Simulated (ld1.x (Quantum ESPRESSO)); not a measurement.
## chlorine, TM: configuration errors across variants

| Item | Value |
| --- | --- |
| Element | chlorine |
| Generator | ld1.x (Quantum ESPRESSO) 7.5 |
| Type | norm-conserving Troullier–Martins (Kleinman–Bylander form) |
| Functional | Wu–Cohen |
| Relativity | non-relativistic |
| Frozen core | [Ne] |
| Valence charge | 7 |
| Reference configuration | 3s2 3p3 (charge +2) |
| Partial waves | 3s (bound): rc 1.20 bohr; 3p (bound): rc 1.20 bohr; 3d channel at 0.25 Ry: rc 0.90 bohr |
| Local potential | all-electron potential smoothed inside 0.75 bohr (lloc = -1) |
| Core correction | none |

All-electron excitation energies from the reference (eV): (1) 3s2 3p5 -39.310; (2) 3s2 3p4 -25.443; (3) 3s2 3p2 38.311; (4) 3s2 3p5.3 -41.445; (5) 3s2 3p4.5 -33.732; (6) 3s1 3p5 -12.959; (7) 3s2 3p1 90.575.

3 further variants failed, have other tests or another functional or relativity, and are left out.

A true bound ghost makes a file unfit for plane-wave use even where its test errors are small: the radial tests pick states by their node count and pass the ghost by.

Errors AE − PS in meV (a dash: test not solved or not reliable):

```csv
change,(1),(2),(3),(4),(5),(6),(7),bound ghosts
base,+22,+7.8,+14,+25,+15,+9.8,+72,s
wave 3s (bound): rc 1.20 bohr becomes 3s (bound): rc 0.82 bohr,-35,-12,-14,-41,-23,+61,-43,s
local potential the p channel,+28,+11,+22,+32,+20,+10,+119,none
wave 3p (bound): rc 1.20 bohr becomes 3p (bound): rc 1.48 bohr,+21,+7.9,+15,+25,+15,+10,+76,s
"type PAW; waves now 3s (bound): rcut 1.05, rcutus 1.20 bohr; 3s channel at -1.55 Ry: rcut 1.05, rcutus 1.20 bohr; 3p (bound): rcut 1.05, rcutus 1.20 bohr; 3p channel at 1.8 Ry: rcut 1.05, rcutus 1.20 bohr; 3d channel at 0.25 Ry: rcut 0.80, rcutus 0.90 bohr; 3d channel at 2.05 Ry: rcut 0.80, rcutus 0.90 bohr; core correction a·sin(br)/r model core, default radius (ld1.x builds one for every PAW set, though the input has nlcc=.false.); augmentation PSQ, inside the norm-conserving radii",-8.5,-5.1,+3.2,-8.9,-7.1,-4.3,-3.3,s
wave 3d channel at 0.25 Ry: rc 0.90 bohr becomes 3d channel at 1.07 Ry: rc 0.90 bohr,+22,+7.8,+14,+25,+15,+9.8,+72,s
"all radii scaled by about 0.73 (s 0.88, p 0.88, d 0.66 bohr); local potential all-electron potential smoothed inside 0.54 bohr (lloc = -1)",+44,+15,+20,+53,+29,+29,+78,s
core correction a·sin(br)/r model core inside 0.76 bohr,+16,+4.9,+6.1,+19,+10.0,+9.3,+21,s
```

**Question.** Give the same row for: local potential all-electron potential smoothed inside 0.62 bohr (lloc = -1).

**Answer.** +33, +12, +21, +39, +23, +12, +106; bound ghosts: s.
